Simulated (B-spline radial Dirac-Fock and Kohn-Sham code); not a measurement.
## Auger decay of the 3d5/2 hole in Ta

System: atomic tantalum, [Xe] 4f14 5d3 6s2.

Input of the calculation (task.json; shells as n, l, electrons):

```json
{"items": [{
  "Z": 73,
  "q": 0,
  "cfg": [[1, 0, 2], [2, 0, 2], [2, 1, 6], [3, 0, 2], [3, 1, 6], [3, 2, 10], [4, 0, 2], [4, 1, 6], [4, 2, 10], [4, 3, 14], [5, 0, 2], [5, 1, 6], [5, 2, 3], [6, 0, 2]],
  "A": 181,
  "rrms": 5.3507,
  "do": ["binding", "quiet", "decay"],
  "holes": ["K", "L1", "L2", "L3", "M1", "M2", "M3", "M4", "M5", "N1", "N2", "N3", "N4", "N5", "N6", "N7"]
}]}
```

Launch: `python xray_run.py task.json out`

Model: independent-particle radiative and Coulomb Auger rates from relativistic LDA hole-state orbitals, with Dirac-Fock energies. Program: a radial atomic solver. Kinetic energies are configuration averages from the vacuum level; the two-hole energies are estimated from single-hole states.

```
transition  kinetic energy (eV)  width (meV)  share (%)
   M5-N2N3                826.5         12.7        0.7
   M5-N3N3                889.2         9.14        0.5
   M5-N1N4                891.4         7.80        0.4
   M5-N1N5                903.1         84.1        4.8
   M5-N2N5               1002.8         85.0        4.9
   M5-N3N4               1054.8         7.80        0.4
   M5-N3N5               1068.4          132        7.6
   M5-N1N6               1110.2         8.30        0.5
   M5-N1N7               1112.2         29.7        1.7
   M5-N2N7               1212.6         15.0        0.9
   M5-N4N5               1231.4          179       10.3
   M5-N5N5               1243.4          201       11.6
   M5-N3N7               1276.6         11.4        0.7
   M5-N5O1               1405.2         12.9        0.7
   M5-N5O2               1437.9         12.0        0.7
   M5-N4N7               1441.3         76.1        4.4
   M5-N4N6               1441.7         5.60        0.3
   M5-N5O3               1447.4         18.4        1.1
   M5-N5N6               1451.1          124        7.1
   M5-N5N7               1454.7          194       11.2
   M5-N5O5               1486.6         6.96        0.4
   M5-N6N6               1659.4         8.17        0.5
   M5-N6N7               1660.7          261       15.1
   M5-N7N7               1663.2          179       10.3
```

The listed channels hold 97 % of the non-radiative rate. Summed by principal shells, of 1.74 eV in all: MNN 94.9 %, MNO 4.9 %.
